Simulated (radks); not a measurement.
The terbium ion Tb45+, configuration [Ar] 3d2.

Calculated with a radial shooting solver on a logarithmic mesh with Libxc functionals: scalar-relativistic Kohn-Sham, SCAN, spin-polarised, spherical densities, finite nucleus; open shells are filled with parallel spins first (spin-orbit coupling, left out, can overturn this in heavy ions); meta-GGA in the generalised Kohn-Sham scheme; Fermi nuclear charge, rms radius 5.06 fm.

Energy parts (eV):
| part | energy |
|---|---|
| total | -270983.56 |
| kinetic | 294876.09 |
| electron-nucleus | -600859.94 |
| Hartree | 39380.67 |
| exchange-correlation | -4380.39 |

Orbitals (lengths in bohr, moments of r in powers of bohr; <r^-3> diverges for s and p1/2):
1s up: occ. 1; eigenvalue (eV) -54661.01
1s down: occ. 1; eigenvalue (eV) -54660.67
2s up: occ. 1; eigenvalue (eV) -11299.52
2s down: occ. 1; eigenvalue (eV) -11285.65
2p up: occ. 3; eigenvalue (eV) -10349.03; <r^-3> 12270
2p down: occ. 3; eigenvalue (eV) -10338.44; <r^-3> 12300
3s up: occ. 1; eigenvalue (eV) -4236.837
3s down: occ. 1; eigenvalue (eV) -4223.054
3p up: occ. 3; eigenvalue (eV) -3943.284; <r^-3> 3066
3p down: occ. 3; eigenvalue (eV) -3928.743; <r^-3> 3042
3d up: occ. 2; eigenvalue (eV) -3620.899; <r^-3> 426.8

The highest occupied level is 3d up at -3620.9 eV. Spin moment in Bohr magnetons: 2. Summed over all electrons, <r^2> = 0.6053 bohr^2, which gives a Langevin (diamagnetic) susceptibility term of -0.479 x 10^-6 cm^3/mol.

Empty levels of this run are not shown, since the potential may be unsettled where no density lies.
